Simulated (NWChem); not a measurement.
System: AlH₃SeO₂; SMILES [Al]([OH])([OH])[SeH]

```xyz
7

Al     0.0706     0.9688     0.0000
O     -1.2370     2.0487     0.0000
H     -2.1732     1.8493     0.0000
O      1.6563     1.5691     0.0000
H      1.8782     2.5018     0.0000
Se    -0.1851    -1.3239     0.0000
H      1.2776    -1.4881     0.0000
```
Atoms are numbered in this order, from 1.

Computed with NWChem. STO-3G and 3-21G are far too small for this property and stand as cheap habits. Coordinates come from a PBE0/def2-SVP optimisation. GIAO values for the isolated, static molecule; σ is the absolute isotropic shielding, δ = σ(reference) − σ with the isolated reference molecule computed at the same levels (1H: tetramethylsilane, 17O: water). Spin-orbit effects, on the heavy nuclei and on their neighbours, are missing.

```tsv
level	σ Al1 (ppm)	δ O2 (ppm)	δ H3 (ppm)	δ O4 (ppm)	δ H5 (ppm)	σ Se6 (ppm)	δ H7 (ppm)	relative time
Hartree-Fock/STO-3G	467.5	-36.0	-1.20	-51.3	-1.43	2883.2	-1.27	1
PBE/pcSseg-1	413.8	51.4	2.06	33.1	1.54	2327.0	0.06	7
LDA (Slater exchange, VWN5)/pcSseg-1	394.8	61.2	2.37	43.7	1.86	2326.7	0.48	6
```

The last column is a rough cost ratio, cheapest run = 1.
